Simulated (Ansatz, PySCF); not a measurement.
W(O)(NH)(Cl)2 (Cl2HNOW), SMILES [Cl][W](=[NH])([Cl])=[O], multiplicity 1. Atoms are numbered in the order given.

```xyz
6

W      0.0243    -0.1905     0.0000
O      1.4572    -1.1329     0.0000
N     -1.3437    -1.2981     0.0000
H     -1.6560    -2.2762     0.0000
Cl    -0.0704     1.0154    -1.9484
Cl    -0.0704     1.0154     1.9484
```
Charge 0, spin multiplicity 1.

The structure is a stationary point at PBE-D3(BJ)/def2-SVP. The spin state was assumed, not searched. The structure was generated by enumeration; whether it is a known compound was not checked. The def2 effective core potentials stand for the cores of W; spin–orbit coupling is left out.

Vertical ionisation energy (IE) and electron affinity (EA) in eV. Rows of orbital energies are one-electron estimates. Where ΔSCF, EOM or ADC give a negative EA the extra electron is unbound and the value depends on the basis.

```
level                                                                        IE    EA
------------------------------------------------------------------------  -----  ----
−ε(HOMO), −ε(LUMO), r2SCAN/def2-TZVP (PySCF)                               7.72  3.61
−ε(HOMO), −ε(LUMO), PBE/def2-TZVP (PySCF)                                  7.38  3.63
ΔSCF, CAM-B3LYP/def2-SVPD (Ansatz), final states of multiplicity 2 and 2  10.89  1.52
ΔSCF, PBE/def2-SVPD (Ansatz), final states of multiplicity 2 and 2        10.44  1.00
```

**Question.** What vertical singlet–triplet gap does ΔSCF give with CAM-B3LYP/def2-SVPD (Ansatz, a quantum-chemistry and plane-wave program) and with PBE/def2-SVPD (Ansatz)? (An estimate is asked for; the answer gives what the named calculation found.)

**Answer.** 3.48 and 3.70 eV (triplet above singlet where positive).
